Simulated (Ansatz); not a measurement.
Basis-set series for C2H8ClFMoO4 (`C[O][Mo]([OH])([OH])([F])([Cl])[O]C`). Total charge 0; spin multiplicity 1. Mo: def2 effective core potential. Geometry: relaxed with PBE0-D4/def2-TZVP. It is one conformer, not always the lowest.

```tsv
atom	x (Å)	y (Å)	z (Å)
C1	-1.9762	-1.1881	1.6669
O2	-0.7508	-0.9977	1.0156
Mo3	-0.0699	0.3953	0.0521
O4	1.6065	0.8001	0.8289
O5	-1.7639	0.4609	-0.7792
F6	-0.6689	1.5585	1.4188
Cl7	0.2552	2.3545	-1.2912
O8	0.9185	-0.5689	-1.1261
C9	2.1763	-0.5040	-1.7284
H10	-2.0698	-0.4573	2.4759
H11	-2.7868	-1.0351	0.9470
H12	-2.0069	-2.2029	2.0664
H13	1.6438	1.5811	1.3906
H14	-1.9852	1.2442	-1.2931
H15	2.9143	-0.2084	-0.9767
H16	2.4199	-1.4822	-2.1464
H17	2.1440	0.2499	-2.5210
```

| functional | basis | functions | energy (Eh) | HOMO (eV) | LUMO (eV) |
| --- | --- | --- | --- | --- | --- |
| PBE0-D4 | def2-SVP | 187 | -1009.15762 | -8.00 | -3.36 |
| PBE0-D4 | def2-QZVPP | 790 | -1009.96194 | -8.10 | -3.39 |
| ωB97M-V | def2-SVP | 187 | -1009.52158 | -10.27 | -1.37 |
| ωB97M-V | def2-QZVPP | 790 | -1010.33948 | -10.41 | -1.41 |

Problem. Give the rows for def2-TZVPP. (Best estimate.)

Solution. Ansatz gave: 
```tsv
functional	basis	functions	energy (Eh)	HOMO (eV)	LUMO (eV)
PBE0-D4	def2-TZVPP	427	-1009.91761	-8.08	-3.38
ωB97M-V	def2-TZVPP	427	-1010.29655	-10.39	-1.40
```
